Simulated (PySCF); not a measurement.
Coordinates in bohr (charge 0 multiplicity 1):
```
Eu    0.0000    0.0000   -0.2326
F     3.7959    0.0000    0.4992
F    -1.8979    3.2874    0.4992
F    -1.8980   -3.2874    0.4992
```

Method: PySCF, PBE0, basis Eu lcecp-1-TZVP with ECP52, F def2-TZVP (scalar-relativistic core potentials, no spin–orbit coupling, density fitting).

This geometry of EuF₃ is a stationary point at this level.

Q: What is the point group?

A: C3v.

Q: Is it a minimum?

A: Yes: all harmonic wavenumbers are real.

Q: List the harmonic modes with their infrared intensities.

A: 
```tsv
symmetry	ω (cm⁻¹)	IR (km/mol, summed over degenerate members)
a1	65	69.3
e	138	31.5
e	540	418
a1	562	11.0
```

Q: Give the ideal-gas entropy at 298.15 K and 1 bar by parts.

A: translation 175.5, rotation 101.9, vibration 48.6, spin 0.0; total 326.0 J/(mol K).

In C3v the vibrations span 2a1 + 2e.

Other isomers or separated fragments may lie lower. The 4f shell sits in the core potential, so its spin is not counted.
